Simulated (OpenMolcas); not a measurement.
# Pt4+: moving or changing the point charges

Pt4+ among 6 point charges of -1.7 e arranged as an octahedron (Oh), 1.88 Å from the ion.
```
   1.8800    0.0000    0.0000  -1.70
   0.0000    1.8800    0.0000  -1.70
  -1.8800    0.0000    0.0000  -1.70
   0.0000   -1.8800    0.0000  -1.70
   0.0000    0.0000    1.8800  -1.70
   0.0000    0.0000   -1.8800  -1.70
```

```
Program             : OpenMolcas 26.06
Method              : CASSCF
Basis               : ANO-RCC-VTZP [8s7p5d3f1g]
Scalar Hamiltonian  : DKH2, point nucleus
Active space        : 6 electrons in 5 orbitals (5d)
State averaging     : 2S+1 = 5 even, 5 roots; 2S+1 = 3 even, 45 roots; 2S+1 = 1 even, 50 roots
Spin-orbit coupling : RASSI with atomic mean-field integrals over the reference wave functions
```

Runs around this geometry, states (labels of O, the rotations of Oh). Energies in cm-1 above the lowest state or level, χT in cm3 K/mol; under a threefold ground state the first gap can be a small split of the lowest multiplet, not the spin-orbit step; 10Dq and B are least-squares fits to the states below 45000 cm-1, weighted by degeneracy, with a free offset, and given where the rms deviation is under 5 % of |10Dq| (or 100 cm-1) and under 700 cm-1.

| R (Å) | q (e) | Ground state | First state of that spin | 10Dq | B (rms of fit) | First gap with spin-orbit (degeneracies) | χT at 300 K | First state of another spin |
| --- | --- | --- | --- | --- | --- | --- | --- | --- |
| 1.88 | -1.36 | 5T2 | 5E 7999 | 7746 | 938 (123) | 71.1 (3, 2) | 4.367 | 3T1 14080 |
| 1.79 | -1.7 | 5T2 | 5E 12667 | 12176 | 953 (170) | 889.6 (1, 2) | 0.903 | 1A1 8490 |
| 1.88 | -1.7 | 5T2 | 5E 9997 | 9638 | 951 (124) | 68.8 (1, 2) | 3.461 | 3T1 12381 |
| 2.07 | -1.7 | 5T2 | 5E 6259 | 6055 | 938 (93) | 180.8 (3, 2) | 4.623 | 3T1 15564 |

Taking |10Dq| as R^-n, n = -ln(6055 / 12176) / ln(2.07 / 1.79) = 4.8 between the shortest and longest distance. The point-charge formula for a cubic d site gives n = 5.

Scaling the charges by -1.36 / -1.7 = 0.80 scales |10Dq| by 7746 / 9638 = 0.80; with fixed orbitals a first-order splitting would follow the charge.

Without dynamic correlation the repulsion within the d shell is too large (B by tens of per cent), so at a given field states of lower spin stand too high. Point charges give a weaker field than real ligands, and real ions of this kind are as a rule low spin; the high spin found here belongs to the model. Spin-orbit coupling mixes the spin-free states strongly: the lowest level takes only 38 % from its leading state, 5T2 (figures for R = 1.79, q = -1.7; the like holds for R = 1.88, q = -1.7). This field is weak: 10Dq is about 7746 cm-1, while octahedral complexes of 5d ions of charge 3 and more, computed by the same method with explicit ligands, had a median near 35000 cm-1. Ground spin and moment need not be those of a real site (figures for R = 1.88, q = -1.36; the like holds for R = 1.79, q = -1.7, R = 1.88, q = -1.7, R = 2.07, q = -1.7). An orbital triplet at a regular site is open to Jahn-Teller coupling, which can distort the site and quench the lowest spin-orbit gaps and is left out (holds for R = 1.88, q = -1.36; R = 2.07, q = -1.7). This shell can be high or low spin here, a state of another spin lies low, and with metal d orbitals alone active their balance is uncertain, so the ground spin may be wrong (holds for R = 1.88, q = -1.36; R = 1.79, q = -1.7; R = 1.88, q = -1.7). Point charges carry no covalency, so the field is a model and not that of real ligands. No measured value stands beside these numbers.
